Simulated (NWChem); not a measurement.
System: C3H5BFN; SMILES C1B([C@@H](C)N=1)F

```xyz
11

C      1.0690    -1.6325     0.2306
C      0.0921    -0.7233    -0.4800
N     -1.2636    -0.5999     0.1782
C     -1.4486     0.6774     0.0764
B      0.0577     0.8441    -0.2449
F      0.9726     1.7275     0.1004
H      1.2730    -1.2925     1.2575
H      2.0272    -1.6617    -0.3096
H      0.6788    -2.6608     0.2884
H     -0.0761    -1.0561    -1.5159
H     -2.3747     1.1730     0.3922
```
Atoms are numbered in this order, from 1.

All runs: NWChem. The geometry was optimised at PBE0/def2-SVP. Level MN15/def2-SVP: energy and gradient on several grids; changes count from the extra-fine grid, which is no exact limit either.

**Question.** Which is the coarsest grid (coarse; medium; fine; xcoarse; xfine) from which on the energy stays within 100 μHa and each gradient component within 200 μHa/bohr of xfine?

**Answer.** medium.
```csv
grid,size of the energy change (μHa),largest change of a gradient component (μHa/bohr),"time, medium = 1 (rough)"
xcoarse,10000,2000,about 1
coarse,1000,100,about 1
medium,< 10,< 30,about 1
fine,< 10,< 30,about 1
xfine,< 10,< 30,3
```
